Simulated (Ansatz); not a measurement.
A run for Ansatz (a first-principles code): U-CCSD(T)/cc-pVDZ on N-methylmethanimine (SMILES C=NC), a point of a bond scan (R = 1.911 Å).

Ansatz 0.2 input:
```yaml
crystal:
  periodic: [false, false, false]
  atoms:
    - {symbol: C, position_ang: [1.09069108, -0.37559261, -0.00393688]}
    - {symbol: N, position_ang: [-0.03957995, 0.49981348, 0.22469474]}
    - {symbol: C, position_ang: [-1.18031655, 0.10627319, -0.13438406]}
    - {symbol: H, position_ang: [2.37047047, 0.53576674, -1.09211302]}
    - {symbol: H, position_ang: [1.57679907, -0.58337547, 0.95167335]}
    - {symbol: H, position_ang: [0.82081943, -1.32611686, -0.48490084]}
    - {symbol: H, position_ang: [-1.36081453, -0.86665491, -0.61180338]}
    - {symbol: H, position_ang: [-2.04398507, 0.74818524, 0.02784514]}
basis:
  gaussian:
    orbitals: cc-pVDZ
correlation: {method: ccsd_t, electrons: outside_noble_gas}
scf: {omitted_lower_state_checks: [cluster_reference]}
magnetization: {spin_polarized: true, initial_magnetization: 0}
```

It printed:

```
WARN ansatz: RAYON_NUM_THREADS=1 ignored (pool sized by the plan → 1); use --threads N
Functional definition: HF
these checks for a lower state are left out or cut short: cluster_reference
integrals: 0.06 GiB planned
613 factors; integrals over basis functions are off by at most 1.0e-3 eV
mean field: 0.15 GiB planned
mean field evaluation 1: about -3615.5708 eV, gradient 1.6e1 eV
mean field evaluation 2: about -3615.7233 eV, gradient 1.6e1 eV
mean field evaluation 4: about -3617.4685 eV, gradient 2.8e0 eV
mean field evaluation 8: about -3617.5208 eV, gradient 1.5e-1 eV
mean field evaluation 16: about -3618.0229 eV, gradient 4.6e-1 eV
mean field evaluation 32: about -3617.9951 eV, gradient 4.3e-1 eV
mean field -3618.02634171 eV, -132.9600156716 hartree, gradient 5.7e-6 eV, S^2 0.725102; 2 other end points of the search recorded, 0 dependent functions left out
3 core orbitals not correlated
reference -3618.02634171 eV, -132.9600156716 hartree; 9, 9 occupied and 55, 55 virtual orbitals, 613 factors
second order -11.22377359 eV of doubles, -0.00000000 eV of singles
coupled cluster: 0.27 GiB planned
cycle   1  -11.86384852 eV  change   -6.4e-1 eV  update   1.0e-1
cycle   2  -12.38096836 eV  change   -5.2e-1 eV  update   5.7e-2
cycle   3  -12.64304438 eV  change   -2.6e-1 eV  update   4.5e-2
cycle   4  -12.79814158 eV  change   -1.6e-1 eV  update   3.2e-2
cycle   5  -12.87771522 eV  change   -8.0e-2 eV  update   2.0e-2
cycle   6  -12.94184004 eV  change   -6.4e-2 eV  update   1.2e-2
cycle   7  -12.97109471 eV  change   -2.9e-2 eV  update   5.8e-3
cycle   8  -12.97239186 eV  change   -1.3e-3 eV  update   2.3e-3
cycle   9  -12.97365688 eV  change   -1.3e-3 eV  update   1.0e-3
cycle  10  -12.97514945 eV  change   -1.5e-3 eV  update   4.0e-4
cycle  11  -12.97500556 eV  change    1.4e-4 eV  update   2.0e-4
cycle  12  -12.97509309 eV  change   -8.8e-5 eV  update   9.5e-5
cycle  13  -12.97500163 eV  change    9.1e-5 eV  update   4.2e-5
cycle  14  -12.97498658 eV  change    1.5e-5 eV  update   1.6e-5
cycle  15  -12.97498181 eV  change    4.8e-6 eV  update   8.8e-6
cycle  16  -12.97496925 eV  change    1.3e-5 eV  update   4.4e-6
coupled cluster: 0.28 GiB planned
perturbative correction -0.52398589 eV, -0.0192561262 hartree
Total energy: -3631.52529685 eV, -133.4560931228 hartree
Checks for a lower state left out: cluster_reference
```

Self-consistency was reached. Its determinant has ⟨S²⟩ = 0.73, a mixture of spin states.

Cost: roughly 8 core-seconds.
